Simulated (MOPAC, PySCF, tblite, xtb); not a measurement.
Breaking a bond: H3FGe, SMILES [F][GeH3]. The Ge1–F5 bond (Ge1 also carries H, H, H; F5 carries nothing else) is varied alone, starting from the PBE0/def2-TZVP optimised geometry.

Methods: AM1, restricted, heats of formation (MOPAC); GFN1-xTB (xtb); GFN2-xTB, 300 K electronic temperature (tblite); UCCSD(T) = CCSD(T) on UHF/cc-pVDZ, 10 core orbitals frozen (PySCF).

Energies relative to the lowest point of each curve near equilibrium, in kcal/mol; the last columns give the difference from UCCSD(T):

| R / Å | AM1 | GFN1-xTB | GFN2-xTB | UCCSD(T) | AM1 − UCCSD(T) | GFN1-xTB − UCCSD(T) | GFN2-xTB − UCCSD(T) |
|---|---|---|---|---|---|---|---|
| 1.40 | 61.0 | 42.3 | 42.2 | 86.8 | -25.8 | -44.5 | -44.6 |
| 1.47 | 33.4 | 21.1 | 20.7 | 48.9 | -15.5 | -27.8 | -28.2 |
| 1.57 | 10.0 | 6.1 | 5.8 | 17.4 | -7.4 | -11.3 | -11.6 |
| 1.62 | 3.9 | 2.6 | 2.3 | 8.6 | -4.8 | -6.0 | -6.3 |
| 1.69 | 0.0 | 0.3 | 0.2 | 1.9 | -1.8 | -1.6 | -1.7 |
| 1.74 | 0.0 | 0.0 | 0.0 | 0.0 | 0.0 | 0.0 | 0.0 |
| 1.80 | 2.2 | 0.6 | 0.8 | 0.2 | 2.0 | 0.5 | 0.6 |
| 1.84 | 4.7 | 1.6 | 1.8 | 1.4 | 3.3 | 0.1 | 0.3 |
| 1.90 | 9.8 | 3.5 | 3.8 | 4.6 | 5.2 | -1.1 | -0.8 |
| 2.03 | 24.0 | 9.2 | 9.8 | 14.9 | 9.1 | -5.7 | -5.1 |
| 2.16 | 40.4 | 16.5 | 17.4 | 27.6 | 12.8 | -11.1 | -10.2 |
| 2.34 | 63.5 | 27.7 | 29.3 | 45.8 | 17.8 | -18.0 | -16.4 |
| 2.60 | 93.8 | 44.0 | 47.4 | 71.3 | 22.5 | -27.3 | -23.9 |
| 2.85 | 117.3 | 58.0 | 63.4 | 90.3 | 27.1 | -32.2 | -26.9 |
| 3.13 | 137.4 | 71.3 | 77.7 | 104.6 | 32.9 | -33.3 | -26.8 |
| 3.50 | 155.9 | 84.9 | 90.7 | 111.9 | 44.0 | -27.1 | -21.2 |
| 3.82 | 166.7 | 93.6 | 97.5 | 113.7 | 52.9 | -20.1 | -16.2 |
| 4.23 | 176.0 | 101.5 | — | 114.5 | 61.5 | -13.0 | — |
| 4.74 | 183.7 | 107.7 | — | 114.8 | 68.9 | -7.1 | — |
| 5.28 | 189.2 | — | — | 114.8 | 74.3 | — | — |
| 6.15 | 195.3 | — | — | 114.9 | 80.4 | — | — |

AM1 is furthest from UCCSD(T) at 6.15 (80.4 kcal/mol, above); its mean absolute difference over the points is 27.1 kcal/mol.

GFN1-xTB is furthest from UCCSD(T) at 1.40 (-44.5 kcal/mol, below); its mean absolute difference over the points is 15.2 kcal/mol.

GFN2-xTB is furthest from UCCSD(T) at 1.40 (-44.6 kcal/mol, below); its mean absolute difference over the points is 14.2 kcal/mol.

Dashes: no converged value, or the column stops at the first point that the program doubted or that broke a chosen test of continuity, which isn't proof of a fault.

The restricted form behind AM1 keeps the bonding electrons paired and can't separate into open-shell fragments. The unrestricted determinant behind UCCSD(T) is spin-contaminated at 2.60 to 6.15 Å (<S²> up to 1.0, against 0.00 for a pure singlet).
